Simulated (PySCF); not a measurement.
Species: ZrClF3 (singlet state).
SMILES: `[F][Zr]([F])([F])[Cl]`

A linear-response calculation (PySCF, def2-SVPD basis, gas phase, vertical, core orbitals frozen in the response) gave these numbers; the functional is withheld.

Orbital energies (eV): HOMO-3 -14.49, HOMO-2 -12.96, HOMO-1 -11.97, HOMO -11.96, LUMO -0.15, LUMO+1 -0.15, LUMO+2 0.58.

```csv
state,E (eV),f,"main configurations (H = HOMO, L = LUMO)"
S1,6.74,0.0000,H-1/H→L/L+1 (≥94%)
S2,6.83,0.0011,H-1/H→L/L+1 (≥95%)
S3,6.83,0.0009,H-1/H→L/L+1 (≥95%)
S4,7.43,0.080,"H-1/H→L/L+1 (≥80%), H-2→L+2 (11%)"
S5,7.66,0.0000,"H-2→L/L+1 (≥79%), H-1/H→L+2 (≥14%)"
S6,7.67,0.0000,"H-2→L/L+1 (≥81%), H-1/H→L+2 (≥12%)"
```

Triplets (Tamm–Dancoff): T1 6.48 eV, H-1/H→L/L+1 (≥92%); T2 6.60 eV, H-1/H→L/L+1 (≥88%); T3 6.60 eV, H-1/H→L/L+1 (≥89%).

Vertical ionisation energy by ΔSCF with the same functional: 12.74 eV. Mean static polarisability: 49.3 au.

Orbitals of the list HOMO-3 to LUMO+2 that lie within 0.01 eV of each other are written together with a slash and their weights summed (≥ marks a lower bound); for degenerate orbitals outside that list single weights are arbitrary.

Problem. Name the functional.
A. PBE
B. HF
C. wB97X-D
D. PBE0

Solution. C. wB97X-D is range-separated, 22% exact exchange at short range and 100% at long range (ω = 0.2 bohr⁻¹). In this run −ε(HOMO) = 11.96 eV differs from the ΔSCF value by -0.78 eV, and S1 differs from the orbital gap of 11.81 eV by -5.08 eV. The ratio −ε(HOMO)/IP is 0.94. Usual ranges for neutral molecules in this basis: 0.89 to 0.99 with wB97X-D, 0.5 to 0.7 with PBE, 0.7 to 0.83 with PBE0; Hartree–Fock can't fall below 1, since the ion's relaxation only lowers the ΔSCF value.

Method: TDDFT wB97X-D/def2-SVPD, vertical, gas phase, core orbitals frozen in the response, def2 core potentials past Kr in PySCF 2.14.0, density-fitted response routines. Geometry: PBE0-D3(BJ)/def2-SVP; no solvent, vibrations or thermal averaging. Spin–orbit coupling is left out.

On one thread of an AMD EPYC 7R43, no GPU, shared host with 256 logical CPUs at a one-minute load of 130, this took 66 s (grids of density and orbitals included) and 0.60 GiB of memory at its peak.
